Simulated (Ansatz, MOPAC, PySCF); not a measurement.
Noncovalent pair: NH3 (SMILES N) (first 4 atoms) with H4OSi (SMILES O[SiH3]); geometry from B3LYP-D3(BJ)/def2-TZVP, rigid monomers moved along the line of their centres of mass till N1···H7 is 2.56 Å.
(charge 0, multiplicity 1):
```json
[
 {"atom": "N", "x (Å)": "0.4398", "y (Å)": "-0.2167", "z (Å)": "0.1069"},
 {"atom": "H", "x (Å)": "0.4335", "y (Å)": "0.7346", "z (Å)": "-0.2437"},
 {"atom": "H", "x (Å)": "1.2590", "y (Å)": "-0.6788", "z (Å)": "-0.2721"},
 {"atom": "H", "x (Å)": "-0.3781", "y (Å)": "-0.6878", "z (Å)": "-0.2633"},
 {"atom": "O", "x (Å)": "0.4976", "y (Å)": "-0.2901", "z (Å)": "3.6485"},
 {"atom": "Si", "x (Å)": "-0.6720", "y (Å)": "0.3845", "z (Å)": "4.5709"},
 {"atom": "H", "x (Å)": "0.4194", "y (Å)": "-0.2342", "z (Å)": "2.6690"},
 {"atom": "H", "x (Å)": "-0.8114", "y (Å)": "1.8476", "z (Å)": "4.3330"},
 {"atom": "H", "x (Å)": "-0.3018", "y (Å)": "0.1667", "z (Å)": "5.9866"},
 {"atom": "H", "x (Å)": "-2.0099", "y (Å)": "-0.2221", "z (Å)": "4.3282"}
]
```

Counterpoise-corrected where a basis set is named; no monomer relaxation. Rows marked so take none.

Rows in 6-31G* carry no dispersion term and start afresh at each structure (6-31G* with six Cartesian d functions). The state reached by PM3, PM6 isn't checked.

Run with Ansatz (a program for electronic structure) with Gaussian orbitals; MOPAC for PM3, PM6 (differences of heats of formation); PySCF for 6-31G* rows, the dispersion terms. Values without a source in brackets are computed.

**Question.** One of these levels gives -0.82 kcal/mol for the interaction energy. Which one is it?
A. PM3
B. HF/6-31G* (no counterpoise)
C. r2SCAN-D3(BJ)/def2-TZVPPD
D. PM6

**Answer.** A, PM3. The others give -4.30 (PM6), -6.52 (HF/6-31G* (no counterpoise)), -5.79 (r2SCAN-D3(BJ)/def2-TZVPPD)
